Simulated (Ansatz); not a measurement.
The same path of C2H7AlOS (12 atoms, charge 0, multiplicity 1) was run twice with different band settings. The coordinate that changes most is the dihedral H8–C1–Al2–S5.

Level of theory: Ansatz, RKS PBE0/6-31G*.

Relaxed end points:

```xyz
12
Properties=species:S:1:pos:R:3
C -1.685 0.912 0.897
Al -0.351 -0.508 0.690
O 1.364 0.005 0.575
C 1.840 -0.483 -0.599
S 0.368 -0.806 -1.766
H -2.091 1.240 -0.069
H -2.536 0.584 1.506
H -1.253 1.798 1.378
H -0.574 -2.021 1.152
H 2.515 0.208 -1.120
H 2.314 -1.474 -0.531
H 0.166 0.489 -2.079
```

```xyz
12
Properties=species:S:1:pos:R:3
C -1.480 1.063 1.041
Al -0.152 -0.361 0.845
O 1.480 0.097 0.256
C 1.683 -0.591 -0.896
S -0.010 -1.119 -1.600
H -1.332 1.884 0.330
H -2.498 0.675 0.901
H -1.446 1.500 2.048
H -0.218 -1.740 1.647
H 2.184 -0.005 -1.677
H 2.201 -1.554 -0.775
H -0.336 0.095 -2.084
```

Common settings: movable images 7; climbing image yes; spring 5.0 eV/Å²; start path IDPP; force threshold 0.05 eV/Å; iteration limit 60; end points relaxed.

| run | optimiser | largest step |
| --- | --- | --- |
| 1 | quadratic models (default) | default |
| 2 | fire | 0.5 Å |

Task: What does each run give, and how far can it be trusted?

Result: Run 1: converged after 6 iterations, highest image 0.000 eV above the first end. The highest image is an end point: on this band no image between the ends rises above it. A vibrational analysis next to that end finds imaginary modes (75i cm⁻¹), so it isn't a minimum.
Run 2: converged after 18 iterations, highest image 0.000 eV above the first end. The highest image is an end point: on this band no image between the ends rises above it.
